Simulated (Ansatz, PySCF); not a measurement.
Species: PbH3 (charge 0, doublet). 
Coordinates optimised at B3LYP-D3(BJ)/def2-TZVP (Ansatz, a first-principles code):
SMILES: [PbH3]
```xyz
4

Pb     0.0130     0.0124     0.0132
H      1.0098    -1.0347    -1.0522
H     -1.0172     1.0552    -1.0245
H     -1.0595    -1.0408     0.9959
```
Charge 0, spin multiplicity 2.

Dipole moments at this geometry, in debye (magnitudes).

| level | program | dipole (D) |
|---|---|---|
| HF/def2-TZVPD | PySCF | 0.69 |
| PBE/def2-TZVPD | Ansatz | ? |
| TPSS/def2-TZVPD | PySCF | 0.67 |
| r2SCAN/def2-TZVPD | Ansatz | 0.61 |
| PBE0/def2-TZVPD | Ansatz | 0.62 |
| BHLYP/def2-TZVPD | Ansatz | 0.69 |
| TPSSh/def2-TZVPD | PySCF | 0.67 |
| r2SCAN0/def2-TZVPD | Ansatz | 0.62 |
| CCSD(T)/def2-SVPD | Ansatz | ? |

Complete the blanks.


- PBE/def2-TZVPD, dipole (D): 0.61
- CCSD(T)/def2-SVPD, dipole (D): 0.67
